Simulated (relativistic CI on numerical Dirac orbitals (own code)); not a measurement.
# Spin-allowed bands of a d2 ion in an octahedral site, by hand

Problem. Take Δ = 23500 cm⁻¹ and B = 470 cm⁻¹ for a d2 ion in an octahedral site. Calculate the three spin-allowed bands.

Working.
1. The terms of highest spin are 3F (energy 0) and 3P (15B = 7050 cm⁻¹). Here the F term splits into A2 at +1.2Δ = 28200, T2 at +0.2Δ = 4700 and T1 at −0.6Δ = -14100 cm⁻¹.
2. The two T1 states mix through the element 0.4Δ: H = [[-14100, 9400], [9400, 7050]], with roots ½(H₁₁ + H₂₂) ∓ ½√[(H₂₂ − H₁₁)² + 4H₁₂²] = ½(-7050) ∓ ½(28298) = -17674 and 10624 cm⁻¹.
3. The ground term is 3T1 at -17674 cm⁻¹.
4. Bands: 3T2 22374 cm⁻¹ (447 nm), 3T1(P) 28298 cm⁻¹ (353 nm), 3A2 45874 cm⁻¹ (218 nm).

Check. Exact diagonalisation of the whole d2 shell with these parameters gives 3T2 22374, 3T1 28298, 3A2 45874 cm⁻¹. The match is exact, since without spin-orbit coupling no other term has this spin. The ratio of the second band to the first, 1.265, depends on Δ/B = 50.0 alone, which is how a Tanabe-Sugano diagram is read.
